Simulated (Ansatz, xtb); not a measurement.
**CHClSiZn: where a starting geometry ends**

The starting geometry of this gas-phase singlet was built from a drawn formula by distance geometry and a force field; its bonds are those of `Cl[Si]1=[CH][Zn]1`.

```yaml
atoms:
  - { symbol: C, position_ang: [1.8056, -1.5492, 0.7204] }
  - { symbol: Cl, position_ang: [-1.7655, -1.1492, 0.7572] }
  - { symbol: Si, position_ang: [0.1342, -1.7890, 0.7896] }
  - { symbol: Zn, position_ang: [1.4573, -3.6321, 1.0107] }
  - { symbol: H, position_ang: [2.6514, -0.8653, 0.5172] }
```

**Question.** Predict what becomes of its bonds when it is optimised with r2SCAN-D4/def2-SVP.

**Answer.** It keeps its bonds, and is `Cl[Si]1=[CH][Zn]1`.

The energy falls by 0.71 eV over 9 steps:

```
step  E − E(last) (eV)
   1             0.709
   2             0.351
   3             0.199
   4             0.093
   5             0.021
   6             0.006
   7             0.001
   8             0.000
   9             0.000
```

Final geometry (Å):

```xyz
5

C     1.6801   -1.6976    0.7112
Cl   -1.5045   -0.7026    0.6828
Si   -0.0212   -2.1970    0.8535
Zn    1.8371   -3.5906    0.9952
H     2.2915   -0.7972    0.5526
```

From the same start GFN2-xTB ends elsewhere, differing in C1–Zn4 (3.09 against 1.92 Å here).

The end wasn't checked by frequencies. Run with Ansatz 0.2.0, 32 s on 2 threads of AMD EPYC 7R43 64-Core Processor (Zen 3), on a shared host.
